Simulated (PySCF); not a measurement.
C₂H₉FOSi₂, SMILES CO[Si@H](F)[SiH2]C.

Coordinates come from a B3LYP-D3(BJ)/def2-SVP optimisation. The structure was generated by enumeration; whether it is a known compound was not checked. One conformer was computed; it need not be the lowest.

Two levels are set side by side: TDA-PBE/def2-SVPD (PySCF) and TDA-ωB97X/def2-SVPD (PySCF). Vertical, same geometry. The lowest singlet is HOMO→LUMO 87 % with PBE and HOMO→LUMO 83 % with the other functional; states are paired by order. Differences are taken from unrounded values.

```csv
quantity,TDA-ωB97X
lowest singlet excitation (eV),7.05
lowest triplet excitation (TDA) (eV),6.15
first bright state (f over 0.05) (eV),8.50
its oscillator strength,0.14
```

Task: What does TDA-PBE give, and how far is it from TDA-ωB97X? (An estimate is asked for; the answer gives what the named calculation found.)

Result: 
```tsv
quantity	TDA-PBE	TDA-PBE minus TDA-ωB97X
lowest singlet excitation (eV)	6.07	-0.98
lowest triplet excitation (TDA) (eV)	5.53	-0.62
first bright state (f over 0.05) (eV)	6.98	-1.52
its oscillator strength	0.10	-0.03
```

A lower first singlet is the usual sign of a functional without exact exchange. Differences between two approximate levels are no errors against the true value.

Rough cost on one machine, each run with all the roots and properties that it gave: TDA-ωB97X against TDA-PBE about 6 times.
